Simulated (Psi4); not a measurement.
Psi4 input (wB97X-D/6-31G*):

```
memory 1500 MB

molecule {
0 3
S     0.00000000    0.00000000    0.00000000
symmetry c1
no_reorient
no_com
}

set {
  basis 6-31G*
  reference uks
  scf_type pk
  dft_radial_points 99
  dft_spherical_points 590
  e_convergence 1e-8
  d_convergence 1e-7
  maxiter 150
}

e = energy('wb97x-d')
print_out(f'\nFINAL {e:.10f} DIPOLE {variable("CURRENT DIPOLE")[0]:.6f} {variable("CURRENT DIPOLE")[1]:.6f} {variable("CURRENT DIPOLE")[2]:.6f}\n')
```

Output:

```
   => Loading Basis Set <=

    Name: 6-31G*
    Role: ORBITAL
    Keyword: BASIS
    atoms 1 entry S          line   316 file 6-31gs.gbs

   => WB97X-D: Empirical Dispersion <=

    Chai and Head-Gordon Dispersion Correction
    Chai, J.-D.; Head-Gordon, M. (2010), J. Chem. Phys., 132: 6615-6620

        s6 =       1.000000

         ---------------------------------------------------------
                                   SCF
               by Justin Turney, Rob Parrish, Andy Simmonett
                          and Daniel G. A. Smith
                              UKS Reference
         ---------------------------------------------------------

  ==> Geometry <==

    Molecular point group: c1
    Geometry (in Angstrom), charge = 0, multiplicity = 3:

       Center              X                  Y                   Z               Mass
    ------------   -----------------  -----------------  -----------------  -----------------
         S            0.000000000000     0.000000000000     0.000000000000    31.972071174400

  Running in c1 symmetry.

  Rotational constants: A = ************  B = ************  C = ************ [cm^-1]
  Rotational constants: A = ************  B = ************  C = ************ [MHz]
  Nuclear repulsion =    0.000000000000000

  Charge       = 0
  Multiplicity = 3
  Electrons    = 16
  Nalpha       = 9
  Nbeta        = 7

  ==> Algorithm <==

  SCF Algorithm Type is PK.
  DIIS enabled.
  MOM disabled.
  Fractional occupation disabled.
  Guess Type is CORE.
  Energy threshold   = 1.00e-08
  Density threshold  = 1.00e-07
  Integral threshold = 1.00e-12

  ==> Primary Basis <==

  Basis Set: 6-31G*
    Blend: 6-31G*
    Number of shells: 8
    Number of basis functions: 19
    Number of Cartesian functions: 19
    Spherical Harmonics?: false
    Max angular momentum: 2

  ==> DFT Potential <==

   => LibXC <=

    Version 7.1.2
    S. Lehtola, C. Steigemann, M. J. T. Oliveira, and M. A. L. Marques,  SoftwareX 7, 1–5 (2018) (10.1016/j.softx.2017.11.002)

   => Composite Functional: WB97X-D <=

    wB97X-D Hyb-GGA Exchange-Correlation Functional

    J.-D. Chai and M. Head-Gordon,  Phys. Chem. Chem. Phys. 10, 6615–6620 (2008) (10.1039/B810189B)

    Deriv               =              1
    GGA                 =           TRUE
    Meta                =          FALSE

    Exchange Hybrid     =           TRUE
    MP2 Hybrid          =          FALSE

   => Exchange-Correlation Functionals <=

    1.0000   wB97X-D range-separated functional

   => Exact (HF) Exchange <=

    0.7780            HF,LR [omega = 0.2000]
    0.2220               HF

   => LibXC Density Thresholds  <==

    XC_HYB_GGA_XC_WB97X_D:  1.00E-14

   => Molecular Quadrature <=

    Radial Scheme          =       TREUTLER
    Pruning Scheme         =           NONE
    Nuclear Scheme         =       TREUTLER

    Blocking Scheme        =         OCTREE
    BS radius alpha        =              1
    Pruning alpha          =              1
    Radial Points          =             99
    Spherical Points       =            590
    Total Points           =          52510
    Total Blocks           =            477
    Max Points             =            253
    Max Functions          =             19
    Weights Tolerance      =       1.00E-15

  ==> Integral Setup <==

  Using in-core PK algorithm.
   Calculation information:
      Number of atoms:                   1
      Number of AO shells:               8
      Number of primitives:             27
      Number of atomic orbitals:        19
      Number of basis functions:        19

      Integral cutoff                 1.00e-12
      Number of threads:                 1

  Performing in-core PK
  Using 54435 doubles for integral storage.
  We computed 666 shell quartets total.
  Whereas there are 666 unique shell quartets.

  Computing range-separated integrals for PK
  We computed 666 wK shell quartets total.
  Whereas there are 666 wK unique shell quartets.

  ==> DiskJK: Disk-Based J/K Matrices <==

    J tasked:                  Yes
    K tasked:                  Yes
    wK tasked:                 Yes
    Omega:               2.000E-01
    Schwarz Cutoff:          1E-12


  Cached 100.0% of DFT collocation blocks in 0.027 [GiB].

  Minimum eigenvalue in the overlap matrix is 1.5298095023E-02.
  Reciprocal condition number of the overlap matrix is 4.4031218331E-03.
    Using symmetric orthogonalization.

  ==> Pre-Iterations <==

  SCF Guess: Core (One-Electron) Hamiltonian.

   -------------------------------------------------------
    Irrep   Nso     Nmo     Nalpha   Nbeta   Ndocc  Nsocc
   -------------------------------------------------------
     A         19      19       9       7       7       2
   -------------------------------------------------------
    Total      19      19       9       7       7       2
   -------------------------------------------------------

  ==> Iterations <==

                        Total Energy        Delta E     RMS |[F,P]|

   @UKS iter   1:  -393.02194498387928   -3.93022e+02   1.82516e-01 ADIIS
   @UKS iter   2:  -397.68595563528385   -4.66401e+00   5.50523e-02 DIIS/ADIIS
   @UKS iter   3:  -398.06154434076689   -3.75589e-01   1.12273e-02 DIIS/ADIIS
   @UKS iter   4:  -398.08110954736844   -1.95652e-02   2.46062e-04 DIIS/ADIIS
   @UKS iter   5:  -398.08111810079129   -8.55342e-06   4.05315e-05 DIIS
   @UKS iter   6:  -398.08111861290223   -5.12111e-07   6.11296e-06 DIIS
   @UKS iter   7:  -398.08111863022839   -1.73262e-08   6.92657e-07 DIIS
   @UKS iter   8:  -398.08111863049709   -2.68699e-10   8.60152e-08 DIIS
  Energy and wave function converged.

  ==> Post-Iterations <==

   Electrons on quadrature grid:
      Nalpha   =    8.9999999999 ; deviation = -9.743e-11
      Nbeta    =    6.9999999999 ; deviation = -9.744e-11
      Ntotal   =   15.9999999998 ; deviation = -1.949e-10

   @Spin Contamination Metric:   2.826339169E-03
   @S^2 Expected:                2.000000000E+00
   @S^2 Observed:                2.002826339E+00
   @S   Expected:                1.000000000E+00
   @S   Observed:                1.000000000E+00

    Orbital Energies [Eh]
    ---------------------

    Alpha Occupied:

       1A    -89.094644     2A     -8.113412     3A     -6.068283
       4A     -6.068283     5A     -6.048989     6A     -0.819854
       7A     -0.414025     8A     -0.414025     9A     -0.366606

    Alpha Virtual:

      10A      0.337678    11A      0.417727    12A      0.417727
      13A      0.439374    14A      0.770386    15A      0.770386
      16A      0.809918    17A      0.809918    18A      0.824977
      19A      3.911217

    Beta Occupied:

       1A    -89.084096     2A     -8.103051     3A     -6.047223
       4A     -6.047223     5A     -6.041851     6A     -0.715276
       7A     -0.336744

    Beta Virtual:

       8A     -0.099255     9A     -0.099255    10A      0.354099
      11A      0.447881    12A      0.451850    13A      0.451850
      14A      0.876701    15A      0.876701    16A      0.880899
      17A      0.893126    18A      0.893126    19A      3.966011

    Final Occupation by Irrep:
              A
    DOCC [     7 ]
    SOCC [     2 ]
    NA   [     9 ]
    NB   [     7 ]

  @UKS Final Energy:  -398.08111863049709

   => Energetics <=

    Nuclear Repulsion Energy =              0.0000000000000000
    One-Electron Energy =                -549.5044023639406987
    Two-Electron Energy =                 170.1240433255806579
    DFT Exchange-Correlation Energy =     -18.7007595921370431
    Empirical Dispersion Energy =          -0.0000000000000000
    VV10 Nonlocal Energy =                  0.0000000000000000
    Total Energy =                       -398.0811186304970875

  UHF NO Occupations:
  HONO-2 :    7  A 1.9989161
  HONO-1 :    8  A 1.0000000
  HONO-0 :    9  A 1.0000000
  LUNO+0 :   10  A 0.0010839
  LUNO+1 :   11  A 0.0003298
  LUNO+2 :   12  A 0.0000000
  LUNO+3 :   13  A 0.0000000

Computation Completed

Properties will be evaluated at   0.000000,   0.000000,   0.000000 [a0]

Properties computed using the SCF density matrix

 Multipole Moments:

 ------------------------------------------------------------------------------------
     Multipole            Electronic (a.u.)      Nuclear  (a.u.)        Total (a.u.)
 ------------------------------------------------------------------------------------

 L = 1.  Multiply by 2.5417464519 to convert [e a0] to [Debye]
 Dipole X            :         -0.0000000            0.0000000           -0.0000000
 Dipole Y            :         -0.0000000            0.0000000           -0.0000000
 Dipole Z            :          0.0000000            0.0000000            0.0000000
 Magnitude           :                                                    0.0000000

 ------------------------------------------------------------------------------------

FINAL -398.0811186305 DIPOLE -0.000000 -0.000000 0.000000

*** Psi4 exiting successfully. Buy a developer a beer!
```
